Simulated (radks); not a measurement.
Task: These are the eigenvalues of the occupied orbitals of an atom or ion with whole-number occupations (eV). All-electron calculation, scalar-relativistic Kohn-Sham, PBE, spin-unpolarised, spherical densities, point nucleus. Program: a radial shooting solver on a logarithmic mesh with Libxc functionals.

orbital  eigenvalue
1s        -3546.197
2s        -376.7505
2p        -303.5353
3s         -56.3205
3p         -39.2111

Which element is it, and in what charge state? The configuration may be excited.

Result: Z = 19, potassium, charge +2: K2+ in [Ne] 3s2 3p5. The list shows which subshells hold electrons but not how many an open one holds; the 1s level, -130.32 hartree, gives Z - s = 16.1 by -(Z - s)^2/2, which with screening and relativity narrows Z to a few neighbours, and the depths of the outer levels then fix element, charge and occupations together.
